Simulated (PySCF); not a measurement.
C₂H₈BNO, SMILES CCOBN. Coordinates come from a PBE-D3(BJ)/def2-SVP optimisation. This is a generated structure with no PubChem entry under its InChIKey; it may be hypothetical. One conformer was computed; it need not be the lowest.

Computed equilibrium geometry at PBE-D3(BJ)/def2-SVP (PySCF confirms it by a frequency run) as a Z-matrix (one conformer of several):
```
O
B 1 1.3742
N 2 1.4094 1 119.04
H 3 1.0170 2 122.71 1 -178.81
H 3 1.0203 4 114.64 2 -179.28
C 1 1.4199 2 121.35 3 -176.83
H 6 1.1124 1 107.49 2 -137.61
H 6 1.1144 7 107.23 1 -118.63
C 6 1.5226 7 110.10 8 -120.02
H 9 1.1087 6 110.63 7 -63.16
H 9 1.1092 10 107.98 6 121.46
H 9 1.1092 10 108.31 11 116.97
H 2 1.2238 1 121.21 6 3.51
```
Charge 0, spin multiplicity 1.
